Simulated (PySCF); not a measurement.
C3H13NSi3 (SMILES C[Si@@H]1CC[SiH2]N1[SiH3]), singlet, at the geometry of the source list; MP2/STO-3G (PySCF).

Here is a job for PySCF.
```python
from pyscf import gto, scf, mp

mol = gto.Mole()
mol.atom = '''
    C    -0.70110000    1.79570000    1.70080000
    Si   -0.39230000    0.79900000    0.17710000
    C    -1.83130000   -0.40600000   -0.17100000
    C    -1.22390000   -1.51280000   -1.04290000
    Si    0.59720000   -1.66000000   -0.52690000
    N     0.96340000   -0.22970000    0.33080000
    Si    2.38630000    0.48470000   -0.21760000
    H    -0.81840000    1.15370000    2.57950000
    H     0.12330000    2.48700000    1.90130000
    H    -1.61410000    2.39090000    1.60140000
    H    -0.25300000    1.67020000   -1.01530000
    H    -2.18590000   -0.81870000    0.78100000
    H    -2.67300000    0.08530000   -0.66830000
    H    -1.26560000   -1.22610000   -2.10080000
    H    -1.76660000   -2.45600000   -0.92820000
    H     1.43940000   -1.86550000   -1.73020000
    H     0.75930000   -2.79140000    0.41300000
    H     2.29420000    0.82720000   -1.65840000
    H     3.51960000   -0.44340000    0.00710000
    H     2.64250000    1.71600000    0.56750000
'''
mol.basis = 'sto-3g'
mol.verbose = 4
mol.build()

mf = scf.RHF(mol)
mf.kernel()

pt = mp.MP2(mf)
pt.kernel()
print('E(MP2) = %.10f' % pt.e_tot)
```

Question: Predict the main parts of the log of this PySCF run.

Answer: 
```
PySCF version 2.14.0

[INPUT] verbose = 4
[INPUT] num. atoms = 20
[INPUT] num. electrons = 80
[INPUT] charge = 0
[INPUT] spin (= nelec alpha-beta = 2S) = 0
[INPUT] symmetry False subgroup None
[INPUT] Mole.unit = angstrom
[INPUT] Symbol           X                Y                Z      unit          X                Y                Z       unit  Magmom
[INPUT]  1 C     -0.701100000000   1.795700000000   1.700800000000 AA   -1.324886985933   3.393381201881   3.214046192660 Bohr   0.0
[INPUT]  2 Si    -0.392300000000   0.799000000000   0.177100000000 AA   -0.741339558667   1.509891173527   0.334670496660 Bohr   0.0
[INPUT]  3 C     -1.831300000000  -0.406000000000  -0.171000000000 AA   -3.460655451916  -0.767228806573  -0.323143167301 Bohr   0.0
[INPUT]  4 C     -1.223900000000  -1.512800000000  -1.042900000000 AA   -2.312835803855  -2.858777681242  -1.970795375309 Bohr   0.0
[INPUT]  5 Si     0.597200000000  -1.660000000000  -0.526900000000 AA    1.128544441590  -3.136945366778  -0.995696695033 Bohr   0.0
[INPUT]  6 N      0.963400000000  -0.229700000000   0.330800000000 AA    1.820562148406  -0.434070090813   0.625121402006 Bohr   0.0
[INPUT]  7 Si     2.386300000000   0.484700000000  -0.217600000000 AA    4.509453451050   0.915950252577  -0.411204404705 Bohr   0.0
[INPUT]  8 H     -0.818400000000   1.153700000000   2.579500000000 AA   -1.546551860344   2.180177029911   4.874548538316 Bohr   0.0
[INPUT]  9 H      0.123300000000   2.487000000000   1.901300000000 AA    0.233003231159   4.699748871793   3.592936280636 Bohr   0.0
[INPUT] 10 H     -1.614100000000   2.390900000000   1.601400000000 AA   -3.050206937660   4.518146191223   3.026207415878 Bohr   0.0
[INPUT] 11 H     -0.253000000000   1.670200000000  -1.015300000000 AA   -0.478100709515   3.156220573249  -1.918638934271 Bohr   0.0
[INPUT] 12 H     -2.185900000000  -0.818700000000   0.781000000000 AA   -4.130752335687  -1.547118778181   1.475876103285 Bohr   0.0
[INPUT] 13 H     -2.673000000000   0.085300000000  -0.668300000000 AA   -5.051237930962   0.161193638425  -1.262903969047 Bohr   0.0
[INPUT] 14 H     -1.265600000000  -1.226100000000  -2.100800000000 AA   -2.391637383250  -2.316993201329  -3.969936642486 Bohr   0.0
[INPUT] 15 H     -1.766600000000  -2.456000000000  -0.928200000000 AA   -3.338390171657  -4.641167361932  -1.754043788821 Bohr   0.0
[INPUT] 16 H      1.439400000000  -1.865500000000  -1.730200000000 AA    2.720071783699  -3.525284085376  -3.269604140722 Bohr   0.0
[INPUT] 17 H      0.759300000000  -2.791400000000   0.413000000000 AA    1.434869046382  -5.274981504111   0.780456889445 Bohr   0.0
[INPUT] 18 H      2.294200000000   0.827200000000  -1.658400000000 AA    4.335409674977   1.563181450240  -3.133921804979 Bohr   0.0
[INPUT] 19 H      3.519600000000  -0.443400000000   0.007100000000 AA    6.651080068019  -0.837904563632   0.013417055484 Bohr   0.0
[INPUT] 20 H      2.642500000000   1.716000000000   0.567500000000 AA    4.993601284163   3.242770029754   1.072419575691 Bohr   0.0

nuclear repulsion = 571.926624445594
number of shells = 40
number of NR pGTOs = 180
number of NR cGTOs = 60
basis = sto-3g
ecp = {}

******** <class 'pyscf.scf.hf.RHF'> ********
method = RHF
initial guess = minao
damping factor = 0
level_shift factor = 0
DIIS = <class 'pyscf.scf.diis.CDIIS'>
diis_start_cycle = 1
diis_space = 8
diis_damp = 0
SCF conv_tol = 1e-09
SCF conv_tol_grad = None
SCF max_cycles = 50
direct_scf = True
direct_scf_tol = 1e-13
Set gradient conv threshold to 3.16228e-05
Initial guess from minao.
init E= -1031.1714874392
  HOMO = -0.277790504937886  LUMO = 0.217180463469795  gap/eV = 13.46885
cycle= 1 E= -1030.37290177381  delta_E= 0.799  |g|= 0.441  |ddm|= 5.16
  HOMO = -0.178105448924731  LUMO = 0.487800596445583  gap/eV = 18.12023
cycle= 2 E= -1030.43624465873  delta_E= -0.0633  |g|= 0.193  |ddm|= 0.918
  HOMO = -0.289082773529616  LUMO = 0.444900334923001  gap/eV = 19.97270
cycle= 3 E= -1030.44789893217  delta_E= -0.0117  |g|= 0.0357  |ddm|= 0.302
  HOMO = -0.283634243310002  LUMO = 0.452195231062284  gap/eV = 20.02294
cycle= 4 E= -1030.44853720004  delta_E= -0.000638  |g|= 0.00497  |ddm|= 0.0828
  HOMO = -0.284672929936675  LUMO = 0.451618493035952  gap/eV = 20.03551
cycle= 5 E= -1030.44855097933  delta_E= -1.38e-05  |g|= 0.00158  |ddm|= 0.0115
  HOMO = -0.284997484205245  LUMO = 0.451478535817852  gap/eV = 20.04053
cycle= 6 E= -1030.44855318008  delta_E= -2.2e-06  |g|= 0.000285  |ddm|= 0.00616
  HOMO = -0.285038056281351  LUMO = 0.451509496624588  gap/eV = 20.04248
cycle= 7 E= -1030.44855325777  delta_E= -7.77e-08  |g|= 6.09e-05  |ddm|= 0.00124
  HOMO = -0.285043237182939  LUMO = 0.451508321631163  gap/eV = 20.04259
cycle= 8 E= -1030.44855326088  delta_E= -3.11e-09  |g|= 1.32e-05  |ddm|= 0.000244
  HOMO = -0.285042271685426  LUMO = 0.451507305895179  gap/eV = 20.04253
cycle= 9 E= -1030.448553261  delta_E= -1.23e-10  |g|= 2.47e-06  |ddm|= 4.59e-05
  HOMO = -0.285041760213265  LUMO = 0.45150786964738  gap/eV = 20.04254
Extra cycle  E= -1030.448553261  delta_E= 3.18e-12  |g|= 8.56e-07  |ddm|= 6.2e-06
converged SCF energy = -1030.448553261

******** <class 'pyscf.mp.mp2.RMP2'> ********
nocc = 40, nmo = 60
E(RMP2) = -1030.78462145664  E_corr = -0.336068195635363
E(SCS-RMP2) = -1030.81308981208  E_corr = -0.364536551080532
E_corr(same-spin) = -0.0447060965560419
E_corr(oppo-spin) = -0.291362099079321
E(MP2) = -1030.7846214566
```
